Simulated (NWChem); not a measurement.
System: C4H8O2; SMILES C1COCOC1

Input file for NWChem:

```
start job
memory heap 200 mb stack 900 mb global 1100 mb
geometry units angstroms
  C     -1.394133    -0.238962     0.000000
  C     -0.617154     0.191293     1.236058
  O      0.714378    -0.260737     1.159768
  C      1.338515     0.184122     0.000000
  O      0.714378    -0.260737    -1.159768
  C     -0.617154     0.191293    -1.236058
  H     -1.493570    -1.336297     0.000000
  H     -2.406275     0.196654     0.000000
  H     -1.047919    -0.224278     2.158548
  H     -0.634864     1.299024     1.326106
  H      1.375367     1.300281     0.000000
  H      2.360160    -0.219488     0.000000
  H     -1.047919    -0.224278    -2.158548
  H     -0.634864     1.299024    -1.326106
end
basis spherical
  * library sto-3g
end
dft
  xc hfexch
  iterations 150
end
driver
  maxiter 120
end
task dft optimize
task dft freq
```

Parts of the log:

```
             Northwest Computational Chemistry Package (NWChem) 7.3.0
             --------------------------------------------------------

 CS  symmetry detected

                             Geometry "geometry" -> ""
                             -------------------------

 Output coordinates in angstroms (scale by  1.889725989 to convert to a.u.)

  No.       Tag          Charge          X              Y              Z
 ---- ---------------- ---------- -------------- -------------- --------------
    1 C                    6.0000    -1.39713958    -0.23856928     0.00000000
    2 C                    6.0000    -0.62077608     0.19279534    -1.23605800
    3 O                    8.0000     0.71140037    -0.25733185    -1.15976800
    4 C                    6.0000     1.33490117     0.18841839     0.00000000
    5 O                    8.0000     0.71140037    -0.25733185     1.15976800
    6 C                    6.0000    -0.62077608     0.19279534     1.23605800
    7 H                    1.0000    -1.49500873    -1.33604523     0.00000000
    8 H                    1.0000    -2.40990291     0.19560024     0.00000000
    9 H                    1.0000    -1.05094692    -0.22339066    -2.15854800
   10 H                    1.0000    -0.64006867     1.30049991    -1.32610600
   11 H                    1.0000     1.37015849     1.30462891     0.00000000
   12 H                    1.0000     2.35712176    -0.21373158     0.00000000
   13 H                    1.0000    -1.05094692    -0.22339066     2.15854800
   14 H                    1.0000    -0.64006867     1.30049991     1.32610600

 Effective nuclear repulsion energy (a.u.)     266.2832350021

      Symmetry information
      --------------------

 Group name             Cs
 Group number              2
 Group order               2
 No. of unique centers    10

                                Z-matrix (autoz)
                                --------

 Units are Angstrom for bonds and degrees for angles

[...]

      ----------------------
      Optimization converged
      ----------------------

  Step       Energy      Delta E   Gmax     Grms     Xrms     Xmax
  ---- ---------------- -------- -------- -------- -------- --------
@   12    -301.99471840 -1.4D-07  0.00001  0.00000  0.00023  0.00070
                                     ok       ok       ok       ok

                                Z-matrix (autoz)
                                --------

 Units are Angstrom for bonds and degrees for angles

[...]

 Rotational Constants
 --------------------
 A=   0.163945 cm-1  (  0.235875 K)
 B=   0.155464 cm-1  (  0.223674 K)
 C=   0.089617 cm-1  (  0.128936 K)

 Temperature                      =   298.15K
 frequency scaling parameter      =   1.0000

 Zero-Point correction to Energy  =   90.870 kcal/mol  (  0.144811 au)
 Thermal correction to Energy     =   93.855 kcal/mol  (  0.149567 au)
 Thermal correction to Enthalpy   =   94.447 kcal/mol  (  0.150511 au)

 Total Entropy                    =   71.405 cal/mol-K
   - Translational                =   39.321 cal/mol-K (mol. weight =  88.0524)
   - Rotational                   =   26.049 cal/mol-K (symmetry #  =        1)
   - Vibrational                  =    6.035 cal/mol-K

 Cv (constant volume heat capacity) =   16.754 cal/mol-K
   - Translational                  =    2.979 cal/mol-K
   - Rotational                     =    2.979 cal/mol-K
   - Vibrational                    =   10.795 cal/mol-K

[normal modes left out]

 ----------------------------------------------------------------------------
 Normal Eigenvalue ||           Projected Infra Red Intensities
  Mode   [cm**-1]  || [atomic units] [(debye/angs)**2] [(KM/mol)] [arbitrary]
 ------ ---------- || -------------- ----------------- ---------- -----------
    1       -0.000 ||    0.000205           0.005         0.200       0.309
    2        0.000 ||    0.000352           0.008         0.343       0.531
    3        0.000 ||    0.000145           0.003         0.141       0.218
    4        0.000 ||    0.000952           0.022         0.928       1.435
    5        0.000 ||    0.000372           0.009         0.362       0.560
    6        0.000 ||    0.000923           0.021         0.900       1.392
    7      253.757 ||    0.001403           0.032         1.367       2.115
    8      281.518 ||    0.002591           0.060         2.526       3.906
    9      449.629 ||    0.011161           0.257        10.880      16.826
   10      535.657 ||    0.004450           0.103         4.339       6.710
   11      537.442 ||    0.001990           0.046         1.940       3.000
   12      710.879 ||    0.006574           0.152         6.409       9.912
   13      996.221 ||    0.000434           0.010         0.423       0.655
   14     1057.010 ||    0.002750           0.063         2.681       4.146
   15     1062.483 ||    0.000554           0.013         0.540       0.835
   16     1091.723 ||    0.002071           0.048         2.019       3.123
   17     1137.772 ||    0.018324           0.423        17.864      27.627
   18     1229.456 ||    0.006691           0.154         6.523      10.088
   19     1254.691 ||    0.001751           0.040         1.707       2.640
   20     1377.727 ||    0.009412           0.217         9.175      14.189
   21     1400.064 ||    0.000654           0.015         0.637       0.986
   22     1408.174 ||    0.031639           0.730        30.844      47.701
   23     1412.744 ||    0.005275           0.122         5.143       7.954
   24     1462.400 ||    0.021384           0.493        20.846      32.239
   25     1521.502 ||    0.005284           0.122         5.151       7.966
   26     1525.012 ||    0.000072           0.002         0.070       0.108
   27     1597.036 ||    0.014055           0.324        13.702      21.190
   28     1662.478 ||    0.008289           0.191         8.080      12.496
   29     1689.969 ||    0.041683           0.962        40.635      62.843
   30     1697.489 ||    0.023655           0.546        23.060      35.663
   31     1787.558 ||    0.005304           0.122         5.171       7.997
   32     1797.785 ||    0.000759           0.018         0.740       1.144
   33     1809.238 ||    0.000478           0.011         0.466       0.721
   34     1818.364 ||    0.000991           0.023         0.966       1.494
   35     3507.322 ||    0.019389           0.447        18.902      29.232
   36     3559.041 ||    0.006024           0.139         5.872       9.082
   37     3560.521 ||    0.012459           0.287        12.145      18.783
   38     3619.629 ||    0.000233           0.005         0.227       0.351
   39     3660.880 ||    0.001994           0.046         1.944       3.006
   40     3689.055 ||    0.000105           0.002         0.102       0.159
   41     3691.335 ||    0.005211           0.120         5.079       7.856
   42     3741.343 ||    0.000537           0.012         0.524       0.810
 ----------------------------------------------------------------------------
```

Level: Hartree-Fock/STO-3G.
